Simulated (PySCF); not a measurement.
# Static response to an electric field

Species: C₅H₁₁OP.
Cartesian coordinates in Å at the GFN2-xTB level; atoms count from 1:
```
atom  x, y, z in Å
C1    -2.5884    0.9123   -0.1775
C2    -1.9912   -0.0729   -0.8227
C3    -1.2586   -1.1843   -0.1597
P4     0.5571   -1.1068   -0.4448
O5     1.3000   -2.2010    0.1846
C6     1.1028    0.5714    0.0450
C7     2.5800    0.7172   -0.2889
H8    -2.5962    0.9605    0.8993
H9    -3.0962    1.7079   -0.6951
H10   -1.9972   -0.0997   -1.9046
H11   -1.5763   -2.1612   -0.5391
H12   -1.3991   -1.1784    0.9257
H13    0.6706   -1.0790   -1.8382
H14    0.4987    1.3237   -0.4625
H15    0.9401    0.6601    1.1233
H16    2.7361    0.6242   -1.3630
H17    3.1465   -0.0703    0.2048
H18    2.9623    1.6826    0.0370
```

Level: B3LYP/def2-SVPD (PySCF), static field, nuclei fixed, core orbitals frozen in the response. The polarisability tensor in these axes (au):

```
x   99.42 -7.02 -0.98
y   -7.02 89.74  2.01
z   -0.98  2.01 75.41
```

Problem. Diagonalise the tensor; give its mean and Δα, where Δα² is half the sum of the squared differences of the eigenvalues.

Solution. Principal values 75.14, 86.21 and 103.22 au; mean 88.19 au = 13.07 Å³ = 14.54 × 10⁻⁴⁰ C²·m²/J; Δα = 24.51 au (28 % of the mean).

Problem. What is the dipole moment, and where does it point?

Solution. (-2.09, 3.32, -1.15) D, 4.09 D in size, pointing from the negative to the positive side. Measured along this direction, the outermost atoms are O5 at the negative end and H9 at the positive end.

Problem. Give the eigenvalues of the traceless quadrupole moment Θ = ½Σq(3rr − r²1), origin at the centre of nuclear charge.

Solution. -13.41, 5.71, 7.71 D·Å. The values depend on the origin, since the dipole doesn't vanish. The electronic extent ⟨r²⟩ about the same centre is 1151 bohr², a root-mean-square distance of 2.24 Å for the 64 electrons.

Problem. Find the Langevin capture rate constant for H3+ (3.023 u) meeting this molecule (118.055 u), k = 2.342 × 10⁻⁹ cm³/s × √(α in Å³ / reduced mass in u).

Solution. The reduced mass is 2.95 u, so k = 4.93 × 10⁻⁹ cm³/s. The formula leaves out the permanent dipole, which adds to the capture rate.

Problem. Along which axes do the principal values lie, and how far do the nuclei extend along each?

Solution. Largest value along (0.88, -0.47, -0.06), where the nuclei span 6.27 Å; middle along (0.47, 0.87, 0.12), 5.57 Å; least along (0.00, -0.14, 0.99), 2.95 Å. The response follows the extents in order.

Isolated species at its GFN2-xTB geometry (one conformer only).

These values come from a run that also computed excited states. Hardware: one thread of an Arm Neoverse N1, no GPU, on a shared host. Cost: 85 s wall, 1.0 GiB resident at most.
